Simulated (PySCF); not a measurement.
CrH₄O₅, SMILES [O]=[Cr]([OH])([OH])([OH])[OH], multiplicity 1.

Geometry: B3LYP-D3(BJ)/def2-SVP. The multiplicity is an assumed one; other spin states were not compared. The values are those of a single conformer.

Two levels are set side by side: PBE/def2-TZVP (PySCF) and CAM-B3LYP/def2-TZVP (PySCF). Same geometry, gas phase. Differences are taken from unrounded values.

```
quantity                     CAM-B3LYP
---------------------------  ---------
orbital gap (eV)                  6.85
highest occupied level (eV)     -10.22
lowest empty level (eV)          -3.37
dipole moment (D)                 1.56
mean polarisability (bohr³)       59.6
```

Task: What does PBE give, and how far is it from CAM-B3LYP? (Estimate from the structure and the level; the computed values follow.)

Result: 
| quantity | PBE | PBE minus CAM-B3LYP |
|---|---|---|
| orbital gap (eV) | 2.19 | -4.65 |
| highest occupied level (eV) | -7.21 | 3.00 |
| lowest empty level (eV) | -5.02 | -1.65 |
| dipole moment (D) | 1.79 | 0.23 |
| mean polarisability (bohr³) | 61.4 | 1.9 |

Without exact exchange PBE keeps part of each electron's self-repulsion, which lifts occupied levels and narrows the gap. Loosely held outer electrons make PBE densities more polarisable. Differences between two approximate levels are no errors against the true value.

Rough cost on one machine, each run with all the roots and properties that it gave: CAM-B3LYP against PBE within a factor of 2.
